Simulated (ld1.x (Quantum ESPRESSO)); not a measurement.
# Transferability test, TM potential for Zn

ld1.x (Quantum ESPRESSO) 7.5 input, shortened:

```
&input
   title='Zn', zed=30., rel=1, dft='BLYP', iswitch=3,
   config='[Ar] 3d10 4s1 4p0'
 /
 &inputp
   pseudotype=2, tm=.true., lloc=-2, rcloc=0.78,
   nlcc=.false.
 /
3
3S  1  0   2.00   0.00  0.82  0.82  0.0
3P  2  1   6.00   0.00  0.62  0.62  0.0
3D  3  2  10.00   0.00  0.74  0.74  0.0
 &test
   configts(1)='3s2 3p6 3d10 4s1 4p0'
 /
```

Occupied shells without a wave of their own: 4s. They enter only through the test configuration that unscreens the potential.

Energies are relative to the spin-unpolarised reference configuration 3s2 3p6 3d10 4s1 4p0; without spin polarisation the order of configurations can differ from experiment.

```json
{"valence configuration": "3s2 3p6 3d10 4s2 4p0", "charge": "0", "ΔE all-electron (eV)": "-9.940", "error AE − PS (meV)": "+40"}
{"valence configuration": "3s2 3p6 3d10 4s0 4p0", "charge": "+2", "ΔE all-electron (eV)": "18.658", "error AE − PS (meV)": "-65"}
{"valence configuration": "3s2 3p6 3d9 4s0 4p0", "charge": "+3", "ΔE all-electron (eV)": "59.203", "error AE − PS (meV)": "-105"}
{"valence configuration": "3s2 3p6 3d8 4s0 4p0", "charge": "+4", "ΔE all-electron (eV)": "120.990", "error AE − PS (meV)": "-159"}
{"valence configuration": "3s2 3p6 3d10 4s0 4p2", "charge": "0", "ΔE all-electron (eV)": "0.717", "error AE − PS (meV)": "-33"}
{"valence configuration": "3s2 3p6 3d10 4s1.5 4p0", "charge": "+0.5", "ΔE all-electron (eV)": "-5.992", "error AE − PS (meV)": "+23"}
{"valence configuration": "3s2 3p6 3d9 4s2 4p1", "charge": "0", "ΔE all-electron (eV)": "2.246", "error AE − PS (meV)": "+71"}
```

Levels in the configuration 3s2 3p6 3d8 4s0 4p0:

| level | all-electron (eV) | pseudo (eV) |
| --- | --- | --- |
| 3s | -194.523 | -194.636 |
| 3p | -148.345 | -148.442 |
| 3d | -73.306 | -73.359 |

ld1.x printed “convergence not achieved” for 7 of the counted tests; their residual had stalled under 1e-8, short of the target of 1e-14.
